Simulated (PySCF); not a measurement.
# YC at PBE

Computed with PBE; PySCF, scalar-relativistic core potentials, basis sets Y def2-TZVPP with ECP28, C def2-TZVPP.

| Quantity | Value |
| --- | --- |
| state | ⁴Π (quartet), unpaired electrons σ ↑↑, π ↑ |
| bond length | 0.2015 nm |
| harmonic wavenumber | 710 cm⁻¹ |
| force constant | 3.14 mdyn/Å |
| rotational constant Be | 0.3927 cm⁻¹ |
| anharmonicity ωexe | 2.88 cm⁻¹ |
| vibration–rotation constant αe | 0.00205 cm⁻¹ |
| well depth De to Y (4d1 5s2) + C | 93.0 kcal/mol |
| dissociation energy D0 | 92.0 kcal/mol |
| bond order (Mayer) | 2.27 |
| dipole moment (positive dipole means Y(−)C(+)) | -4.43 D |

The metal atom is held in its measured ground configuration; semilocal functionals can put another filling of s and d lower by some tenths of an eV, and De to that atom would be smaller. Spin–orbit coupling is left out, which matters for elements this heavy, above all for dissociation energies. The state is the lowest single determinant that the PBE0 search found; with open d or f shells the true ground state can be another one.
